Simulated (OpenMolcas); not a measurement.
Rh3+ (d6) in a complex was computed by SS-CASPT2, IPEA 0.25 Eh, imaginary shift 0.1 Eh with the d shell active (OpenMolcas, ANO-RCC-VTZP on the metal). Its lowest spin-free states, and all those of the highest spin:

```
2S+1  Degeneracy  E (cm-1)
   1           1         0
   3           3     18760
   3           3     22450
   1           3     23500
   5           3     30030
   1           3     30980
   3           3     42870
   3           3     42950
   3           2     45350
   3           3     45860
   3           3     46900
   1           3     48100
   5           2     57200
```

Question: Is the site octahedral, tetrahedral or cube-like, axial, or of lower symmetry?

Answer: The states with 2S+1 = 5 have orbital degeneracies 3, 2. Threefold states need a cubic site. For d6 at this spin an octahedron puts the threefold T2 below the twofold E and a tetrahedron or cube puts the twofold E below the threefold T2, so the site is octahedral. The first gap at this spin, 27200 cm-1, is |10Dq| in ligand-field theory. The run had Rh3+ with 6 ligands (fluoride) in octahedral coordination (Oh) at 1.9 Å. A charge of +0.5 e stands 2.4 Å behind each ligand. Ligand basis ANO-RCC-VDZP.

Roots that are degenerate in the reference are averaged as groups; the widest CASPT2 spread within a group is 110 cm-1 (the 2-fold group of multiplicity 1 near 71500 cm-1 above the lowest state of its run). Shifts and gaps below about the spread of the groups concerned are not significant. Over all roots computed the reference weight is 0.68 to 0.70; a low but even weight reflects the number of correlated electrons. The least metal-like active orbital is 79 % on the metal (Löwdin) and no ligand orbital is active, so the numbers are rough. Ligand-to-metal charge-transfer states are missing. With no ligand orbital active B as a rule stays too high, so bands that hang on it stand too high and its fall with covalency is understated. With one d shell and no ligand orbital active, 10Dq can be off by a tenth or more. The distance lies 4 % under the 1.98 Å that this model takes as the normal distance (a Shannon-type radius plus a fixed donor radius); by an R⁻⁵ law this alone changes a d-shell field by about +23 %. No measured value stands beside these numbers; the geometry was imposed, not optimised, and the real ion may take another.
